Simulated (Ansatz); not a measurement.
The first iterations of a band of BFH$_{3}$Sn (6 atoms, charge 0, multiplicity 2).

These are results of UKS PBE0/def2-SVP (Ansatz 0.2.0), not measurements.

```
movable images  : 7
climbing image  : yes
spring          : 5.0 eV/Å²
optimiser       : quadratic models (default)
start path      : through a guess of the saddle point
force threshold : 0.05 eV/Å
iteration limit : 60
end points      : relaxed
```

Image 0:

```xyz
6
Properties=species:S:1:pos:R:3
F -1.431 -1.423 0.811
B -0.706 -0.944 -0.183
Sn 0.404 0.967 0.065
H -0.737 -1.513 -1.252
H 1.646 1.344 -1.054
H 0.825 1.569 1.614
```

Image 8:

```xyz
6
Properties=species:S:1:pos:R:3
F -1.480 -1.380 0.792
B -0.710 -0.941 -0.186
Sn 0.808 0.634 0.216
H -0.786 -1.480 -1.269
H 1.494 1.474 -1.110
H 0.673 1.694 1.557
```

| iteration | highest image above the first end (eV) | largest band force component (eV/Å) |
| --- | --- | --- |
| 1 | 0.457 | 1.713 |
| 2 | 0.214 | 0.942 |
| 3 | 0.049 | 0.806 |

Question: Does the band converge within its limit, and where does its top end?

Answer: The run converged. It ended after 11 iterations with the highest image 0.013 eV above the first end. A vibrational analysis at the climbing image gives one clearly imaginary mode, 177i cm⁻¹: a first-order saddle point.

The run took 3.9 min on 1 thread of Intel(R) Xeon(R) Platinum 8488C (Sapphire Rapids) (shared host), peak memory 0.19 GiB.
